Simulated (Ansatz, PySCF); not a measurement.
B(F)2(iPr) (C3H7BF2), SMILES CC(C)B(F)F. Atoms are numbered in the order given.

```xyz
13

B      0.1753     0.0351     0.7959
F     -0.0136    -1.0101     1.5854
F      0.3367     1.1977     1.4071
C      0.2518    -0.1028    -0.7631
C     -0.1167     1.1900    -1.4896
C     -0.5123    -1.3178    -1.2874
H      1.3342    -0.2875    -0.9362
H      0.0580     1.1006    -2.5734
H     -1.1825     1.4338    -1.3501
H      0.4672     2.0465    -1.1223
H     -0.2096    -2.2434    -0.7764
H     -0.3453    -1.4568    -2.3672
H     -1.5978    -1.1989    -1.1378
```

Geometry: PBE0-D3(BJ)/def2-SVP. Other conformers were not sampled.

Two levels are set side by side: PBE-D3(BJ)/def2-SVP (Ansatz, an electronic-structure program) and PBE0-D3(BJ)/def2-SVP (Ansatz). Each level has its own optimised geometry; the coordinates shown are those of the second. Frequencies come from the Hessian of PySCF at each geometry. Differences are taken from unrounded values.

| quantity | PBE0-D3(BJ) | PBE-D3(BJ) | PBE-D3(BJ) minus PBE0-D3(BJ) |
|---|---|---|---|
| mean bond length (Å) | 1.249 | 1.258 | 0.009 |
| bond B1–F2 (Å) | 1.323 | 1.336 | 0.012 |
| bond B1–F3 (Å) | 1.323 | 1.336 | 0.012 |
| bond B1–C4 (Å) | 1.567 | 1.574 | 0.007 |
| bond C4–C5 (Å) | 1.528 | 1.538 | 0.009 |
| bond C4–C6 (Å) | 1.528 | 1.538 | 0.009 |
| bond C4–H7 (Å) | 1.112 | 1.120 | 0.009 |
| bond C5–H8 (Å) | 1.101 | 1.110 | 0.008 |
| bond C5–H9 (Å) | 1.102 | 1.110 | 0.008 |
| bond C5–H10 (Å) | 1.100 | 1.108 | 0.008 |
| bond C6–H11 (Å) | 1.100 | 1.108 | 0.008 |
| bond C6–H12 (Å) | 1.101 | 1.110 | 0.008 |
| bond C6–H13 (Å) | 1.102 | 1.110 | 0.008 |
| highest harmonic wavenumber (cm⁻¹) | 3158 | 3068 | -90 |
| mean harmonic wavenumber (cm⁻¹) | 1378 | 1335 | -44 |
| zero-point energy (kcal/mol) | 65.02 | 62.96 | -2.05 |

Exact exchange shortens and stiffens bonds; PBE has none. Differences between two approximate levels are no errors against the true value.
